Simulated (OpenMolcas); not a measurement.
Pt3+ (d7) among equal point charges was computed by CASSCF with the d shell active (OpenMolcas, ANO-RCC-VTZP on the metal). Its lowest spin-free states, and all those of the highest spin:

```json
{"2S+1": "4", "Degeneracy": "3", "E (cm-1)": "0.0"}
{"2S+1": "4", "Degeneracy": "3", "E (cm-1)": "6026"}
{"2S+1": "2", "Degeneracy": "2", "E (cm-1)": "10954"}
{"2S+1": "4", "Degeneracy": "1", "E (cm-1)": "13127"}
{"2S+1": "2", "Degeneracy": "3", "E (cm-1)": "16012"}
{"2S+1": "2", "Degeneracy": "3", "E (cm-1)": "16428"}
{"2S+1": "4", "Degeneracy": "3", "E (cm-1)": "18587"}
{"2S+1": "2", "Degeneracy": "1", "E (cm-1)": "20569"}
{"2S+1": "2", "Degeneracy": "3", "E (cm-1)": "20623"}
{"2S+1": "2", "Degeneracy": "3", "E (cm-1)": "23591"}
{"2S+1": "2", "Degeneracy": "3", "E (cm-1)": "24149"}
{"2S+1": "2", "Degeneracy": "2", "E (cm-1)": "25796"}
```

Question: Is the site octahedral, tetrahedral or cube-like, axial, or of lower symmetry?

Answer: The states with 2S+1 = 4 have orbital degeneracies 3, 3, 1, 3. Threefold states need a cubic site. For d7 at this spin an octahedron puts the threefold T1 below the threefold T2 and a tetrahedron or cube puts the single A2 below the threefold T2, so the site is octahedral. The run had Pt3+ among 6 point charges of -1 e arranged as an octahedron (Oh), 1.88 Å from the ion.

An orbital triplet at a regular site is open to Jahn-Teller coupling, which can distort the site and quench the lowest spin-orbit gaps and is left out. Without dynamic correlation the repulsion within the d shell is too large (B by tens of per cent), so at a given field states of lower spin stand too high. This shell can be high or low spin here, a state of another spin lies low, and with metal d orbitals alone active their balance is uncertain, so the ground spin may be wrong. Point charges give a weaker field than real ligands, and real ions of this kind are as a rule low spin; the high spin found here belongs to the model. This field is weak: 10Dq is about 6810 cm-1, while octahedral complexes of 5d ions of charge 3 and more, computed by the same method with explicit ligands, had a median near 35000 cm-1. Ground spin and moment need not be those of a real site. Point charges carry no covalency, so the field is a model and not that of real ligands. No measured value stands beside these numbers.
